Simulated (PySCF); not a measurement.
H3OSi, SMILES [SiH2]=[OH+], charge +1.

Geometry: r2SCAN-D4/def2-TZVP. The isomer is the one that the SMILES or the coordinates give; other isomers of the formula were not compared.

Calculation: PySCF with B3LYP/def2-TZVPD.

Symmetry labels are those of the subgroup Cs that the program uses (full group Cs).

List the valence orbital energies around the gap with their symmetry. (The exact figures need the calculation; the answer reports its results.)


```tsv
orbital	symmetry	energy (eV)
HOMO−7	A'	-107.72
HOMO−6	A'	-107.64
HOMO−5	A'	-35.10
HOMO−4	A'	-23.30
HOMO−3	A'	-20.07
HOMO−2	A'	-18.09
HOMO−1	A"	-17.32
HOMO	A'	-16.54
LUMO	A"	-9.13
LUMO+1	A'	-6.69
LUMO+2	A'	-6.01
LUMO+3	A'	-4.19
```
